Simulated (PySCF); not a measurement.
ClTl, triplet, geometry from GFN2-xTB (such geometries of metal compounds can be far from the true shape) (a higher spin typed on purpose: for a closed-shell molecule this is an excited state) (core potentials on Tl); BLYP/def2-SVP run with PySCF.

Input for PySCF:
```python
from pyscf import gto, scf, dft

mol = gto.Mole()
mol.atom = '''
    Tl   -0.000000   -0.000000   -0.529533
    Cl    0.000000    0.000000    2.523069
'''
mol.basis = 'def2-svp'
mol.ecp = {'Tl': 'def2-svp'}
mol.charge = 0
mol.spin = 2
mol.verbose = 5
mol.build()

mf = dft.UKS(mol)
mf.xc = 'blyp'
mf.kernel()
```

Output, abridged:

```
PySCF version 2.14.0

[INPUT] verbose = 5
[INPUT] max_memory = 4000
[INPUT] num. atoms = 2
[INPUT] num. electrons = 38
[INPUT] charge = 0
[INPUT] spin (= nelec alpha-beta = 2S) = 2
[INPUT] symmetry False subgroup None
[INPUT] Mole.unit = angstrom
[INPUT] Symbol           X                Y                Z      unit          X                Y                Z       unit  Magmom
[...]
[INPUT] ---------------- BASIS SET ----------------
[INPUT] l, kappa, [nprim/nctr], expnt,             c_1 c_2 ...
[INPUT] Cl
[...]
                                1571.7365221      0.014754727977
                                357.12065523      0.066679112875
                                100.25185935      0.17228924084
                                30.812727554      0.158837861
[...]
                                5.7045760975      0.60841752753
                                2.3508376809      0.54352153355
[...]
                                72.102015515      -0.063563355471
                                22.532680262      -0.24016428276
                                7.8991765444      -0.47798866557
                                2.8767268321      -0.38515850005
[...]
[INPUT] Tl
[...]
                                20.278843336      -0.14805704314
                                14.420612394      0.36768453564
                                6.2161909754      -0.66820394623
                                1.5002511178      0.96232806743
                                0.76330879305     0.33175999361
[...]
                                1.3176904042      0.32093431467
[...]
                                7.5356419671      -0.35117975889
                                1.0521421998      0.25690085604
                                0.50303932656     0.084549942764
[...]
                                7.4410003381      -0.11789199301
                                1.9831617772      0.34232057636
                                0.91671748567     0.4755728235
                                0.39647207885     0.30528029435
[...]
nuclear repulsion = 61.8869621059149
number of shells = 18
number of NR pGTOs = 97
number of NR cGTOs = 44
basis = def2-svp
ecp = {'Tl': 'def2-svp'}

******** <class 'pyscf.dft.uks.UKS'> ********
method = UKS
initial guess = minao
damping factor = 0
level_shift factor = 0
DIIS = <class 'pyscf.scf.diis.CDIIS'>
diis_start_cycle = 1
diis_space = 8
diis_damp = 0
SCF conv_tol = 1e-09
SCF conv_tol_grad = None
SCF max_cycles = 50
direct_scf = True
direct_scf_tol = 1e-13
number electrons alpha = 20  beta = 18
XC library pyscf.dft.libxc version 7.1.2
    S. Lehtola, C. Steigemann, M. J. T. Oliveira, and M. A. L. Marques,  SoftwareX 7, 1–5 (2018)
XC functionals = blyp
    A. D. Becke,  Phys. Rev. A 38, 3098 (1988)
    C. Lee, W. Yang, and R. G. Parr,  Phys. Rev. B 37, 785 (1988)
    B. Miehlich, A. Savin, H. Stoll, and H. Preuss,  Chem. Phys. Lett. 157, 200 (1989)
radial grids:
    Treutler-Ahlrichs [JCP 102, 346 (1995); DOI:10.1063/1.469408] (M4) radial grids

becke partition: Becke, JCP 88, 2547 (1988); DOI:10.1063/1.454033
pruning grids: <function nwchem_prune>
grids dens level: 3
symmetrized grids: False
atomic radii adjust function: <function treutler_atomic_radii_adjust>
small_rho_cutoff = 0
Set gradient conv threshold to 3.16228e-05
Density of valence part of ANO basis will be used as initial guess for Tl
atom Tl rad-grids = 100, ang-grids = [ 50  50  50  50  50  50  50  50  50  50  50  50  50  50  50  50  50  50
  50  50  50  50  50  50  50  50  50  50  50  50  50  50  86  86  86  86
  86  86  86  86  86  86  86  86  86  86  86  86  86 350 350 350 350 350
 350 350 350 350 350 350 350 434 434 434 434 434 434 434 434 434 434 434
 434 434 434 434 434 434 434 434 434 434 434 434 434 350 350 350 350 350
 350 350 350 350 350 350 350 350 350 350]
atom Cl rad-grids = 80, ang-grids = [ 50  50  50  50  50  50  50  50  50  50  50  50  50  50  50  50  50  50
[...]
  1.85821349e+01  1.85916783e+01  1.86939983e+01  5.60427482e+01]
multiplicity <S^2> = 2.0022145  2S+1 = 3.001476
nelec by numeric integration = [20.00000053 18.00000042]
E1 = -1059.7869380439188  E2 = 365.42687066225915  Ecoul = 408.52825096579716  Exc = -43.101380303538036
cycle= 15 E= -632.473105275745  delta_E= -6.5e-09  |g|= 1.07e-05  |ddm|= 0.000183

  alpha mo_energy =
[-1.00735104e+02 -9.19783908e+00 -7.04477043e+00 -7.02407439e+00
 -7.02373624e+00 -4.85176072e+00 -2.86381040e+00 -2.86374367e+00
 -2.85285402e+00 -7.40770110e-01 -5.89180559e-01 -5.88668717e-01
 -5.79101808e-01 -5.78700075e-01 -5.75687138e-01 -3.78929555e-01
 -3.19906656e-01 -2.86656857e-01 -2.85156876e-01 -9.63657269e-02
 -9.54530601e-02 -7.33073392e-02  1.25854945e-01  1.47025661e-01
  1.55792132e-01  1.57197335e-01  2.73449427e-01  2.75393177e-01
  2.77313037e-01  2.80749328e-01  3.05391294e-01  5.13779143e-01
  6.85292804e-01  6.86114437e-01  6.91086174e-01  7.15729009e-01
  7.15738647e-01  8.32524000e-01  8.34106562e-01  9.67996529e-01
  1.85815997e+01  1.85891749e+01  1.86932096e+01  5.60535238e+01]
  beta  mo_energy =
[-1.00730269e+02 -9.19337202e+00 -7.03195254e+00 -7.02120952e+00
 -7.02068643e+00 -4.84975371e+00 -2.86275251e+00 -2.86264747e+00
 -2.84991897e+00 -7.08110333e-01 -5.86542262e-01 -5.86354973e-01
 -5.73503063e-01 -5.73480610e-01 -5.69870164e-01 -3.54861741e-01
 -2.74409927e-01 -2.72221775e-01 -2.70070494e-01 -8.69610023e-02
 -6.49724650e-02 -6.05295989e-02  1.38182673e-01  1.53072490e-01
  1.61763285e-01  1.77013637e-01  2.81885329e-01  2.98359094e-01
  2.99685287e-01  3.02174315e-01  3.23873622e-01  5.37135601e-01
  7.23511689e-01  7.23529018e-01  7.29053795e-01  7.30776319e-01
  7.49079772e-01  8.41627700e-01  8.44354765e-01  1.00498698e+00
  1.85821391e+01  1.85916824e+01  1.86940023e+01  5.60427519e+01]
multiplicity <S^2> = 2.0022144  2S+1 = 3.0014759
nelec by numeric integration = [20.00000053 18.00000042]
E1 = -1059.7869081914082  E2 = 365.42684080963573  Ecoul = 408.5282180554109  Exc = -43.101377245775154
cycle= 16 E= -632.473105275858  delta_E= -1.13e-10  |g|= 9.15e-06  |ddm|= 0.000126

  alpha mo_energy =
[-1.00735102e+02 -9.19783680e+00 -7.04476805e+00 -7.02407219e+00
 -7.02373405e+00 -4.85176560e+00 -2.86381503e+00 -2.86374827e+00
 -2.85285881e+00 -7.40767842e-01 -5.89184429e-01 -5.88672624e-01
 -5.79105909e-01 -5.78704135e-01 -5.75691262e-01 -3.78930400e-01
 -3.19906128e-01 -2.86654901e-01 -2.85154953e-01 -9.63672623e-02
 -9.54545279e-02 -7.33085757e-02  1.25853518e-01  1.47024775e-01
  1.55790740e-01  1.57196087e-01  2.73447971e-01  2.75391785e-01
  2.77311364e-01  2.80747518e-01  3.05390492e-01  5.13780351e-01
  6.85295166e-01  6.86116773e-01  6.91088463e-01  7.15731106e-01
  7.15740744e-01  8.32525664e-01  8.34108193e-01  9.67997986e-01
  1.85815950e+01  1.85891700e+01  1.86932049e+01  5.60535184e+01]
  beta  mo_energy =
[-1.00730267e+02 -9.19336978e+00 -7.03195027e+00 -7.02120737e+00
 -7.02068429e+00 -4.84975858e+00 -2.86275714e+00 -2.86265202e+00
 -2.84992378e+00 -7.08108459e-01 -5.86546060e-01 -5.86358807e-01
 -5.73507139e-01 -5.73484647e-01 -5.69874257e-01 -3.54863482e-01
 -2.74408104e-01 -2.72219995e-01 -2.70069650e-01 -8.69622804e-02
 -6.49739353e-02 -6.05307031e-02  1.38181318e-01  1.53071648e-01
  1.61762142e-01  1.77012264e-01  2.81884045e-01  2.98357636e-01
  2.99683801e-01  3.02172662e-01  3.23872567e-01  5.37136665e-01
  7.23513677e-01  7.23531007e-01  7.29055725e-01  7.30778211e-01
  7.49081384e-01  8.41629314e-01  8.44356329e-01  1.00498811e+00
  1.85821343e+01  1.85916776e+01  1.86939975e+01  5.60427464e+01]
multiplicity <S^2> = 2.0022144  2S+1 = 3.0014759
nelec by numeric integration = [20.00000053 18.00000042]
E1 = -1059.7869129799408  E2 = 365.4268455981951  Ecoul = 408.5282254471342  Exc = -43.10137984893916
Extra cycle  E= -632.473105275831  delta_E= 2.68e-11  |g|= 8.47e-06  |ddm|= 0.000136
converged SCF energy = -632.473105275831  <S^2> = 2.0022144  2S+1 = 3.0014759
```
